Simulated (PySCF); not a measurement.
3-ethoxypropionaldehyde, C5H10O2.
Structure used (PBE0-D3(BJ)/def2-SVP), in Å, numbered top down from 1:
```xyz
17
C5H10O2 angstrom
C     -2.5887   -0.0292   -0.4078
C     -1.3775    0.7293    0.0769
O     -0.2499   -0.0931   -0.0330
C      0.9278    0.5136    0.4040
C      2.0615   -0.4718    0.2428
C      3.3958    0.0652    0.6613
O      3.5781    1.1712    1.0978
H     -3.4942    0.5893   -0.3243
H     -2.4632   -0.3251   -1.4599
H     -2.7334   -0.9426    0.1880
H     -1.5165    1.0517    1.1303
H     -1.2356    1.6568   -0.5169
H      1.1452    1.4355   -0.1728
H      0.8497    0.8280    1.4645
H      2.1355   -0.8102   -0.8066
H      1.8628   -1.3924    0.8213
H      4.2515   -0.6502    0.5407
```

Linear response at B3LYP/def2-SVPD (PySCF, frozen core in the response, non-relativistic).

Static isotropic polarisability: 71.87 au (10.65 Å³), principal values 58.2, 70.9, 86.5 au.

(1) What is the polarisability at 1064 nm and at the sodium D line?

(2) What is the isotropic C6 coefficient between two such molecules, C6 = (3/π)∫α(iω)² dω?

(3) Which effective excitation energy ω̄ makes London's formula C6 = (3/4)α²ω̄ exact here?

(4) What n − 1 at the D line would an ideal gas of it have at 273.15 K and 1 atm (2.6868 × 10¹⁹ cm⁻³), by n − 1 = 2π·N·α′?

(5) The lowest 6 singlets have (eV, f): 4.36, 0.000; 5.50, 0.002; 6.81, 0.016; 6.91, 0.015; 7.16, 0.000; 7.24, 0.007. What share of the static polarisability do they carry in the sum over states α = Σ f/ω²?

(6) What molar refraction at the D line follows from R = (4π/3)·N_A·α′, with α′ the polarisability volume?

(7) How many electrons N does the Slater–Kirkwood formula C6 = (3/4)·√N·α^(3/2) need to give this C6?

## Answers

(1) 72.39 au at 1064 nm (+0.7 %), 73.62 au at 589.3 nm (+2.4 %). The rise at 589.3 nm is 3.35 times that at 1064 nm; a pure ω² law gives 3.26. The lowest singlet lies at 285 nm, shorter than both wavelengths.

(2) 2288 au (Eh·bohr⁶) by a ten-point quadrature over imaginary frequencies, which is 1370 eV·Å⁶ or 132 J·nm⁶/mol.

(3) ω̄ = 4·C6/(3α²) = 0.591 Eh = 16.1 eV. A one-pole form α(ω) = α/(1 − ω²/ω̄²) fitted to the 1064 nm value gives 13.7 eV.

(4) 18.42 × 10⁻⁴, a formal value whether or not that pressure can be reached.

(5) 0.65 au, 0.9 % of α; the largest term, 0.26 au, is that of the state at 6.81 eV. Their oscillator strengths add up to 0.04. Higher states carry the rest.

(6) α′ = 10.91 Å³ gives R = 27.52 cm³/mol, for isolated, non-vibrating species.

(7) N = (4·C6/3)²/α³ = 25.1; the species has 56 electrons in all.

One conformer stands for the species.
